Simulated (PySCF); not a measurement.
**Electronic structure of Ni (nickel, neutral) at the UHF level**

Configuration: [Ar] 3d10, closed-shell 1S (an excited configuration). Calculation: PySCF 2.14, in x2c-QZVPPall (11s7p6d4f2g, 108 functions); scalar relativity by spin-free X2C-1e.

```json
{"Total energy": "-1518.904311 hartree", "One-electron energy": "-2119.0049 hartree", "Hartree (Coulomb) energy": "662.7085 hartree", "Exchange energy": "-62.6079 hartree", "⟨S²⟩": "0.0000", "⟨L²⟩": "0.000", "Sum of ⟨r⟩": "19.89 bohr", "Sum of ⟨r²⟩": "26.26 bohr²", "Langevin diamagnetic susceptibility": "-20.8 ×10⁻⁶ cm³/mol"}
```

```
shell  electrons  mean orbital energy (hartree)  rms radius, mean of both spins (bohr)
   1s          2                     -308.42649                                 0.0624
   2s          2                      -38.21737                                  0.265
   2p          6                      -32.68387                                  0.238
   3s          2                       -4.60317                                  0.803
   3p          6                       -2.92871                                  0.862
   3d         10                       -0.26341                                   1.42
```

Densities and radii are taken from the X2C orbitals without a picture-change correction, which distorts them close to the nucleus.
